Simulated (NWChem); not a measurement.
Molecule: InBrClF; SMILES [F][In]([Cl])[Br]

Results from NWChem. The geometry was optimised at PBE0/def2-SVP. def2 effective core potentials on In; no spin-orbit coupling.

For level Hartree-Fock/def2-SVP (core potentials):

highest occupied level (eV): -12.05
orbital gap (eV): 12.44
dipole (D): 1.31

Q: How do the values read with level Hartree-Fock/STO-3G (all-electron, non-relativistic) instead?

A: 
| Item | Result |
|---|---|
| highest occupied level (eV) | -8.64 |
| orbital gap (eV) | 13.52 |
| dipole (D) | 1.44 |
